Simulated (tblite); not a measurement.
Compound: C4H2NO2 (doublet state).
Numbering: `[N:1]#[C:2]/[CH:3]=[CH:4]/[C:5]([O:6])=[O:7]` (hydrogens: H8 on C3; H9 on C4)

Structure used (GFN2-xTB), in Å, numbered top down from 1:
```
atom  x, y, z in Å
N1     3.2066   -0.0549    0.2244
C2     2.0853   -0.2225    0.0749
C3     0.7047   -0.4643   -0.1225
C4    -0.1919    0.4577    0.1535
C5    -1.8185    0.1361   -0.0933
O6    -1.9527   -0.9748   -0.5186
O7    -2.4234    1.1203    0.2282
H8     0.4439   -1.4426   -0.5086
H9    -0.0403    1.4511    0.5368
```

Computed with GFN2-xTB (tblite): harmonic, unscaled wavenumbers at the GFN2-xTB geometry, gas phase. Against measured fundamentals such values can be off by several per cent, at times by over 20. Open shells enter through the occupations alone, without spin polarisation, and single modes of such species can be off by tens of per cent. The optimisation stopped once no atom felt more than 0.01 eV/Å.

Lowest wavenumbers of the output (negative numbers stand for imaginary wavenumbers):
```
mode    cm-1
  1     -58.3
  2     117.4
  3     121.5
  4     254.7
  5     335.1
  6     425.1
  7     430.8
  8     575.5
  9     627.6
 10     643.6
```

Q: Is this structure a minimum?

A: Not by this Hessian. 1 mode is imaginary beyond 20i (58i cm⁻¹), so at this level the point lies at or near a first-order saddle. The curvature is small, so loose convergence or finite differences may be the whole cause.

Q: Which atoms move in the imaginary mode?

A: 58i: C4 (carbon bonded to 2 C and H) 29 %, H9 (hydrogen on carbon) 19 %, O7 (oxygen bonded to C) 16 %, H8 (hydrogen on carbon) 14 %. These are shares of the mass-weighted motion.

Q: What is the remedy?

A: Step along that mode in both directions, optimise again with tighter thresholds and repeat the frequencies. The zero-point energy of this point (31.3 kcal/mol) counts the 20 real modes alone, and thermal corrections from it aren't those of a minimum.

Hardware: Arm Neoverse V2, one thread, on a shared host. Cost: 0.13 s of wall time. This covers the Hessian and the dipole derivatives.
